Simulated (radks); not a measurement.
Problem. The mean radii <r> (bohr) of the occupied orbitals of an atom or ion are listed with their occupations. All-electron calculation, scalar-relativistic Kohn-Sham, PBEsol, spin-unpolarised, spherical densities, finite nucleus; Fermi nuclear charge, rms radius of each element as measured or else 0.836 A^(1/3) + 0.57 fm. Program: a radial shooting solver on a logarithmic mesh with Libxc functionals.

| orbital | occ. | <r> |
|---|---|---|
| 1s | 2 | 0.01967 |
| 2s | 2 | 0.08336 |
| 2p | 6 | 0.07416 |
| 3s | 2 | 0.2168 |
| 3p | 6 | 0.2163 |
| 3d | 10 | 0.1961 |
| 4s | 2 | 0.4880 |
| 4p | 6 | 0.5184 |
| 4d | 10 | 0.5602 |
| 5s | 2 | 1.208 |
| 5p | 6 | 1.451 |
| 6s | 2 | 3.909 |
| 4f | 14 | 0.7914 |

Name the element and its charge.

Solution. Z = 70, ytterbium, charge 0: Yb in [Xe] 4f14 6s2. The 1s radius gives Z: for a bare nucleus <r> = (2 gamma + 1)/(2Z) with gamma = sqrt(1 - (Z/c)^2), 0.01942 bohr for Z = 70, and screening makes it slightly larger (0.01967 here). The occupations add up to 70, and the charge is Z minus that.
